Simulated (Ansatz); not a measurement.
Start from `CCC(C)Br` and change one atom or group to get `BC(C)Br`.

Ansatz, PBE0-D4/def2-TZVP geometries, multiplicity 1. Each molecule was computed in one conformer, which needn't be the lowest. `BC(C)Br` holds a close contact that its SMILES doesn't draw: Br···B 2.28 Å.

Scalar relativity is left out up to krypton. Spin–orbit coupling is left out; it splits and shifts lone-pair levels of the heavy atoms by tenths of an eV.

| property | `CCC(C)Br` |
| --- | --- |
| HOMO energy (B3LYP/def2-TZVPP) / eV | -7.49 |
| HOMO–LUMO gap (PBE/def2-TZVPP) / eV | 5.59 |
| size of the dipole moment (B3LYP/def2-TZVPP) / D | 2.24 |
| HOMO energy (PBE/def2-TZVPP) / eV | -6.46 |
| HOMO–LUMO gap (ωB97M-V/def2-TZVPP) / eV | 12.22 |
| HOMO energy (ωB97M-V/def2-TZVPP) / eV | -10.02 |

(1) Give the same properties after the change, and the shifts. (An estimate is asked.)

## Answers

(1) Computed: 
```csv
property,`BC(C)Br`,shift
HOMO energy (B3LYP/def2-TZVPP) / eV,-8.11,-0.62
HOMO–LUMO gap (PBE/def2-TZVPP) / eV,5.16,-0.43
size of the dipole moment (B3LYP/def2-TZVPP) / D,1.97,-0.27
HOMO energy (PBE/def2-TZVPP) / eV,-7.08,-0.62
HOMO–LUMO gap (ωB97M-V/def2-TZVPP) / eV,11.69,-0.53
HOMO energy (ωB97M-V/def2-TZVPP) / eV,-10.63,-0.61
```

With PBE0 the HOMO falls by 0.63 eV and the LUMO falls by 1.08 eV, so the gap narrows by about 0.45 eV. PBE moves the HOMO by -0.62 eV and ωB97M-V by -0.61 eV. Dipoles are sizes alone; their direction can turn.

B3LYP here is the variant with VWN-RPA as its local correlation; programs differ in this.
